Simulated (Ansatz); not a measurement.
Molecule: PH₅ (charge 0, singlet). 
Structure (B3LYP-D3(BJ)/def2-TZVP (Ansatz, a first-principles code) minimum search):
SMILES: [H][P@TB7]([H])([H])([H])[H]
```xyz
6

P      0.0000     0.0000     0.0000
H      0.0076    -0.0062     1.4787
H     -0.0076     0.0062    -1.4787
H      1.4251     0.0061    -0.0073
H     -0.7179     1.2311     0.0089
H     -0.7073    -1.2373    -0.0016
```

Basis-set convergence of Hartree-Fock and MP2 correlation energies (hartree) with Ansatz. Correlated levels leave the core frozen unless marked. No spin-orbit coupling. Non-relativistic.

```
basis       functions       E(HF)  E(corr, MP2)
----------  ---------  ----------  ------------
def2-SVP           43  -343.42199      -0.16256
def2-TZVPP        112  -343.55186      -0.20587
def2-QZVPP        220  -343.56295      -0.22023
```

Extrapolating the two largest sets (X = 3 and 4) as X^-3: E(corr) = (64·(-0.22023) - 27·(-0.20587))/37 = -0.2307 Eh, an estimate of the basis-set limit. The largest set recovers 95.5 % of it, the smallest 70.5 %.
